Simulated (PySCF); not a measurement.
Te¹⁷⁺: fine-structure interval

Te¹⁷⁺ [Ar] 3d10 4s2 4p5 [4p1/2^2 4p3/2^3, M_J = 3/2] → Te¹⁷⁺ [Ar] 3d10 4s2 4p5 [4p1/2^1 4p3/2^4, M_J = 1/2], as a difference of total energies. Calculation: PySCF 2.14, in an uncontracted even-tempered set (18 s from 0.94 bohr⁻², ratio 2.8; 14 p from 1.2 bohr⁻², ratio 2.8; 9 d from 2.2 bohr⁻², ratio 2.8; 4 f from 8 bohr⁻², ratio 3); the two-component X2C-1e Hamiltonian. Correlated levels: [Ne] frozen; the 82 highest virtual spinors dropped. "Screened" scales the spin-orbit matrix elements by Boettger's factors to mimic the two-electron term; Breit and QED terms are absent.

```
                    method  fine-structure interval (cm⁻¹)
 GHF (screened spin-orbit)                          102960
GMP2 (screened spin-orbit)                          104060
     GHF (bare spin-orbit)                          107310
```
